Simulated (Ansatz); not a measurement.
# One arrangement of a pair

The pair of CH$_{4}$ (SMILES C, atoms 1–5) and AsH$_{3}$ (SMILES [AsH3], atoms 6–9), both closed shells, in one local arrangement (a lower one may exist), relaxed at PBE0-D4/def2-TZVP:

```
9
angstrom
C -0.0336 0.1014 -1.7606
H -1.1153 0.0053 -1.6688
H 0.2402 0.1337 -2.8149
H 0.4489 -0.7537 -1.2873
H 0.2924 1.0200 -1.2727
As 0.0835 0.4891 2.0533
H 1.1357 -0.5441 1.6801
H -0.0041 -0.0350 3.4796
H -1.0477 -0.4167 1.5914
```

Ansatz 0.2.0; basis: def2-TZVPPD, with def2-QZVPPD for the basis limit; cores frozen in the correlated methods. Filled d shells of the heavier atoms are correlated. The def2 sets are not built for correlating such inner shells, so the correlated values are less sure here. B3LYP uses VWN-RPA correlation. Extrapolation: Hartree–Fock as exp(−7.88 √X), correlation as X^−2.97. Interaction energies count from these two fragments, frozen as in the pair, with the counterpoise correction; negative means bound.

Q: What is the interaction energy by CCSD(T) at an estimated basis limit (MP2 extrapolated from triple and quadruple zeta, plus CCSD(T) − MP2 in triple zeta)? (Judge from chemistry; the value comes from the calculation.)

A: By the calculation: -3.4 kJ/mol. Hartree–Fock alone gives 2.2 kJ/mol at the basis limit, so without correlation the pair would not bind at this distance. It counts from the two fragments frozen as in the pair.

The same quantity by other methods in triple zeta, and each one's difference from that estimate:
```csv
method,E_int (kJ/mol),difference
PBE-D4,-4.3,-0.9
revPBE-D4,-4.0,-0.6
BLYP-D4,-3.2,0.2
r2SCAN-D4,-3.0,0.4
B97M-V,-3.1,0.3
PBE0-D4,-3.9,-0.4
B3LYP-D4,-3.5,-0.1
HSE06-D4,-3.9,-0.4
wB97X-V,-3.3,0.1
wB97M-V,-3.1,0.4
B2PLYP,-0.2,3.2
HF,2.2,5.6
MP2,-3.0,0.4
CCSD,-2.0,1.4
CCSD(T),-2.8,0.7
```
Differences are method less estimate.

Q: Which atoms make the shortest contact between the fragments?

A: H4 and H7, 3.05 Å apart.

Basis-set superposition shift (counterpoise-corrected less uncorrected): CCSD(T) 1.6; MP2 1.6; HF 0.3; PBE0-D4 0.3; wB97M-V 0.4 kJ/mol.

T1 diagnostic: at most 0.012.

For scale, one of the runs: CCSD(T)/def2-TZVPPD, 210 basis functions, launched by `ansatz run in.yaml --threads 4 --pin off --events-out ev --progress --plain --max-ram 9574MiB`. Hardware: 4 CPU threads of an Arm Neoverse V2, shared host. Wall time 41 s; peak host memory 2.8 GiB.
